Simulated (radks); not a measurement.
Values are calculated unless marked as measured or tabulated.
Q: Successive ionisation energies (eV) of one element, from differences of total energies of ions in their ground configurations, starting at charge 0: 6.157, 19.805, 36.424, 55.981, 78.025, 102.28, 128.55, 156.71, 186.66, 275.64, 307.00, 339.19, 372.16, 405.83, 440.08, 508.86, 541.46, 1399.1, 1502.5, 1608.2, 1716.2, 1826.1. Level of theory: non-relativistic Kohn-Sham, LDA (Slater exchange, Perdew-Wang correlation), spin-unpolarised, spherical densities, point nucleus (a radial shooting solver on a logarithmic mesh with Libxc functionals). Which element is it?

A: Cobalt (Z = 27). The first species listed is Co in [Ar] 3d7 4s2, the last Co21+ in [He] 2s2 2p2.
